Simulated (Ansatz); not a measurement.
Start from `[OH][InH][SH]` and change one atom or group to get `[OH][InH][Cl]`.

Ansatz, PBE0-D4/def2-TZVP geometries, multiplicity 1. Each molecule was computed in one conformer, which needn't be the lowest.

Elements past krypton have def2 core potentials.

| property | `[OH][InH][SH]` |
| --- | --- |
| size of the dipole moment (B3LYP/def2-TZVPP) / D | 2.13 |
| HOMO energy (ωB97M-V/def2-TZVPP) / eV | -9.69 |
| HOMO–LUMO gap (PBE0/def2-TZVPP) / eV | 6.27 |
| HOMO–LUMO gap (B3LYP/def2-TZVPP) / eV | 5.75 |
| LUMO energy (ωB97M-V/def2-TZVPP) / eV | 0.23 |
| LUMO energy (PBE/def2-TZVPP) / eV | -1.91 |

Q: What does the change do to each property? (An estimate is asked.)

A: The calculation gave: 
| property | `[OH][InH][Cl]` | shift |
| --- | --- | --- |
| size of the dipole moment (B3LYP/def2-TZVPP) / D | 1.39 | -0.74 |
| HOMO energy (ωB97M-V/def2-TZVPP) / eV | -10.92 | -1.23 |
| HOMO–LUMO gap (PBE0/def2-TZVPP) / eV | 7.13 | 0.86 |
| HOMO–LUMO gap (B3LYP/def2-TZVPP) / eV | 6.57 | 0.82 |
| LUMO energy (ωB97M-V/def2-TZVPP) / eV | -0.02 | -0.25 |
| LUMO energy (PBE/def2-TZVPP) / eV | -2.29 | -0.38 |

With PBE0 the HOMO falls by 1.14 eV and the LUMO falls by 0.28 eV, so the gap widens by about 0.86 eV. PBE moves the HOMO by -0.90 eV and ωB97M-V by -1.23 eV. Dipoles are sizes alone; their direction can turn.

B3LYP here is the variant with VWN-RPA as its local correlation; programs differ in this.
